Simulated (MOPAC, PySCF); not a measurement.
H6BN3, SMILES `NB(N)N`, neutral singlet in the gas phase. 

Cartesian coordinates (Å):
SMILES: NB(N)N
```xyz
10

N     -1.0506    -0.9461    -0.2041
B      0.0000     0.0002     0.0000
N      1.3632    -0.4257    -0.0389
N     -0.3127     1.3737     0.2431
H     -2.0234    -0.7056    -0.1584
H     -0.8887    -1.9272    -0.3367
H      1.6358    -1.3849    -0.1487
H      2.1352     0.1885     0.1436
H     -1.2465     1.7377     0.1936
H      0.3877     2.0894     0.3065
```
Charge 0, spin multiplicity 1.

All levels are single points at this geometry (B3LYP-D3(BJ)/def2-TZVP); Pople sets use spherical d functions. Orbital energies aren't observables, and empty levels follow the basis.

```
level                            HOMO (eV)  LUMO (eV)  gap (eV)  dipole (D)  vertical IE, Delta-SCF (eV)
-------------------------------  ---------  ---------  --------  ----------  ---------------------------
B3LYP-D3(BJ)/def2-TZVP in PySCF      -6.29       0.52      6.81        0.02                         8.79
PBE-D3(BJ)/def2-TZVP in PySCF        -5.08       0.09      5.17        0.02                            –
B3LYP/3-21G in PySCF                 -5.28       3.01      8.28        0.02                            –
B3LYP/6-311+G** in PySCF             -6.39      -0.24      6.15        0.02                            –
BP86/6-31G* in PySCF                 -4.54       1.61      6.15        0.02                            –
M06-2X/6-31G* in PySCF               -7.48       3.41     10.88        0.02                            –
PBE/6-31G* in PySCF                  -4.43       1.56      5.99        0.02                            –
SVWN5/6-31G* in PySCF                -4.53       1.43      5.96        0.02                            –
PM6 in MOPAC                         -8.68       2.48     11.16        0.02                            –
```
